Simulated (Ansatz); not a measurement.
Stepwise reaction of `CB(F)F` with methanol, as a gas-phase model of exchange steps in deposition or etching. ΔE in kJ/mol.

Gas-phase electronic energies from Ansatz, PBE0-D4/def2-TZVP geometries. CCSD(T)/CBS is the MP2 limit (def2-TZVPP, def2-QZVPP) plus CCSD(T) − MP2 in def2-TZVPP, frozen cores. This one scheme is used for every species. Functionals use def2-TZVPP. B3LYP here is the variant with VWN-RPA as its local correlation; programs differ in this. One conformer a species, not always the lowest.

| step | reaction | PBE-D4 | B3LYP-D4 | ωB97M-V | CCSD(T)/CBS |
| --- | --- | --- | --- | --- | --- |
| 1 | `CB(F)F` + CH₃OH → `COB(C)F` + H–F | 15.6 | 17.1 | 17.6 | 12.3 |

**Question.** Give the row of step 2, `COB(C)F` + CH₃OH → `COB(C)OC` + H–F. (Estimate.)

**Answer.** Ansatz gave: 
| step | reaction | PBE-D4 | B3LYP-D4 | ωB97M-V | CCSD(T)/CBS |
| --- | --- | --- | --- | --- | --- |
| 2 | `COB(C)F` + CH₃OH → `COB(C)OC` + H–F | 13.1 | 13.8 | 14.1 | 7.8 |

**Question.** By hand: ΔE of the 2 steps together at CCSD(T)/CBS.

**Answer.** (12.3) + (7.8) = 20.1 kJ/mol, or 10.1 kJ/mol a step.

In ΔE the steps differ by no more than 4.5 kJ/mol. All are uphill at CCSD(T)/CBS. PBE-D4 differs from CCSD(T)/CBS by 3.3 to 5.3 kJ/mol a step. Isolated molecules leave out the surface, adducts and barriers. Largest T1 diagnostic: 0.012.
